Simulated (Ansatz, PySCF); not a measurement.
Reaction R1 → P1 + P2, each structure at its B3LYP-D3(BJ)/def2-TZVP stationary point, reached from a drawn start (curvature not checked).
R1: F2OTi (SMILES [O]=[Ti]([F])[F]), charge 0, multiplicity 1.
P1, FOTi (SMILES [O]=[Ti][F]) (charge 0, multiplicity 2, Z-matrix in Å and degrees):
```
Ti
O 1 1.6251
F 1 1.8372 2 123.21
```
P2: F atom, charge 0, multiplicity 2.

P less R. No zero-point or thermal terms; singlets are restricted closed shells; open shells are unrestricted; no spin–orbit coupling. The spin states of the d-block species are the ones drawn and need not be the lowest.

Cores are frozen in the correlated methods. CBS(a, b) extrapolates the correlation energy as X⁻³ and adds the Hartree–Fock energy of set b.

Run with Ansatz (an electronic-structure program) with Gaussian orbitals; PySCF for M06-2X. Each number belongs to the level named beside it.

Problem. Give the reaction energy at the level CCSD(T)/CBS(def2-TZVPP, def2-QZVPP).

Solution. 621 kJ/mol

Problem. What is the computed reaction energy (PBE/def2-TZVPP)?

Solution. 639 kJ/mol

Problem. Estimate the reaction energy that M06-2X/def2-TZVPP returns for this input.

Solution. 585 kJ/mol
